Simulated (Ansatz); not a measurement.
`CN(C)c1ccc(-c2ccc(-c3ccc(-c4ccc(C#N)s4)s3)s2)s1`, relaxed as a singlet with RKS PBE-D4/def2-SVP in Ansatz, starting from the GFN2-xTB geometry. Force threshold 0.03 eV/Å.

Single mean-field runs in def2-SVP are fitted with def2-universal-jkfit.

Start:

Cartesian coordinates in Å:
```
C -1.0905 5.8808 -4.0552
N -1.5214 4.5735 -4.4848
C -2.6397 4.5190 -5.3964
C -1.3131 3.5096 -3.6572
C -1.8731 2.2539 -3.7129
C -1.3684 1.3809 -2.7401
C -0.4232 1.9415 -1.9192
C 0.2943 1.3654 -0.8402
C 1.3131 1.9283 -0.1016
C 1.8078 1.0895 0.8964
C 1.1759 -0.1340 0.9522
C 1.4264 -1.2014 1.8562
C 2.4556 -1.3165 2.7693
C 2.3983 -2.4860 3.5263
C 1.3234 -3.2885 3.2156
C 0.9419 -4.5248 3.8013
C -0.1990 -5.2573 3.5492
C -0.2922 -6.4188 4.3162
C 0.7803 -6.5908 5.1611
C 0.9875 -7.6387 6.0556
N 1.1476 -8.5065 6.7916
S 1.9303 -5.2906 5.0088
S 0.3675 -2.5772 1.9435
S -0.0621 -0.2415 -0.2743
S -0.1479 3.6145 -2.3662
H -0.0788 5.8130 -3.6550
H -1.0838 6.5540 -4.9112
H -1.7436 6.2989 -3.2794
H -2.5891 5.3737 -6.0678
H -2.5807 3.6089 -5.9920
H -3.6040 4.5385 -4.8754
H -2.6227 1.9636 -4.4247
H -1.6867 0.3583 -2.6344
H 1.6797 2.9217 -0.2913
H 2.5964 1.3680 1.5712
H 3.2288 -0.5782 2.8755
H 3.1147 -2.7456 4.2860
H -0.9383 -4.9445 2.8335
H -1.1112 -7.1147 4.2700
```

```
        step  energy (eV)  largest force component (eV/Å)  SCF passes
           1  -66175.9446                           3.423          25
           2  -66176.2783                           0.303          22
           3  -66176.3053                           0.117          22
4 (rejected)  -66176.3034                           0.292          21
           5  -66176.3076                           0.069          21
           6  -66176.3081                           0.107          21
           7  -66176.3100                           0.037          21
           8  -66176.3106                           0.016          21
           9  -66176.3110                           0.023          21
          10  -66176.3113                           0.030          21
          11  -66176.3114                           0.020          21
          12  -66176.3117                           0.013          20
```

Force components are those of the run's own axes.

End:

```xyz
39

C    -1.0525    5.9107   -4.1829
N    -1.5895    4.6068   -4.5160
C    -2.6940    4.5048   -5.4494
C    -1.3579    3.5445   -3.6788
C    -1.9571    2.2790   -3.6848
C    -1.4254    1.4203   -2.6911
C    -0.4377    1.9974   -1.8965
C     0.3116    1.4426   -0.8041
C     1.3881    1.9905   -0.0957
C     1.8804    1.1504    0.9272
C     1.1991   -0.0656    1.0303
C     1.4379   -1.1498    1.9449
C     2.4903   -1.3046    2.8564
C     2.4119   -2.4963    3.6075
C     1.3042   -3.2886    3.2926
C     0.9033   -4.5581    3.8399
C    -0.2094   -5.3445    3.5132
C    -0.2932   -6.5409    4.2576
C     0.7553   -6.6914    5.1677
C     0.9922   -7.7547    6.0672
N     1.1946   -8.6384    6.8187
S     1.8534   -5.3253    5.0924
S     0.3444   -2.5150    2.0443
S    -0.0808   -0.1453   -0.1705
S    -0.1603    3.6678   -2.3964
H     0.0305    5.8295   -3.9464
H    -1.1553    6.5864   -5.0529
H    -1.5580    6.3816   -3.3053
H    -2.6774    5.3753   -6.1312
H    -2.5969    3.5865   -6.0657
H    -3.6872    4.4716   -4.9411
H    -2.7485    1.9857   -4.3842
H    -1.7572    0.3815   -2.5485
H     1.8049    2.9801   -0.3301
H     2.7157    1.4191    1.5879
H     3.2987   -0.5689    2.9588
H     3.1511   -2.7900    4.3664
H    -0.9398   -5.0458    2.7486
H    -1.0895   -7.2890    4.1498
```

By distances, no bond broke or formed. The bond that changes most is C20–N21, from 1.15 to 1.18 Å (atoms count from 1).

The force fell under the threshold at step 8, but the optimiser went on. No frequencies were taken in this run, so the end may be a saddle point.

Hardware: 2 threads of AMD EPYC 7R13 on a shared host and a share (18 GiB) of an NVIDIA H100 80GB HBM3. Wall time 73 s.
